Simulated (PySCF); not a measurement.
Polarisability and C₆ of S(3+) (sulfur, charge +3)

[Ne] 3s2 3p1, 2P determinant. All numbers are calculated (PySCF 2.14, scalar relativity by spin-free X2C-1e, in dyall-acv3z (19s12p6d4f, 113 functions)). Coupled (time-dependent) response in atomic units; α is the mean over directions.

| method | mean α (bohr³) | α xx, yy, zz | C₆ (like pair) | S(−4) |
| --- | --- | --- | --- | --- |
| UHF | 5.536 | 5.799, 5.009, 5.799 | 14.98 | 14.87 |
| PBE | 5.296 | 5.525, 4.838, 5.525 | 14.04 | 13.27 |
| PBE0 | 5.352 | 5.595, 4.865, 5.595 | 14.26 | 13.60 |
| BLYP | 5.244 | 5.454, 4.823, 5.454 | 13.85 | 12.95 |
| BHandHLYP | 5.350 | 5.590, 4.869, 5.590 | 14.26 | 13.52 |

S(−4) is the Cauchy moment in α(ω) = α(0) + S(−4) ω² + …

α(iu) at PBE0:

```
u (hartree)  α(iu) (bohr³)
          0          5.352
     0.0500          5.318
      0.100          5.220
      0.200          4.864
      0.300          4.377
      0.500          3.343
      0.750          2.322
       1.00          1.651
       1.50         0.9398
       2.00         0.6111
       3.00         0.3327
       5.00         0.1609
```

A single London oscillator, α(iu) = α/(1 + u²/ω²), gives C₆ = (3/4) ω α². Matching the computed C₆ needs ω = 4 × 14.26 / (3 × 5.352²) = 0.664 hartree.

For an ion, C₆ is the dispersion term alone; charge-induced terms of lower order in 1/R come first.

The components differ because the open shell of this determinant is not spherical; for a pure term their mean is the scalar polarisability.
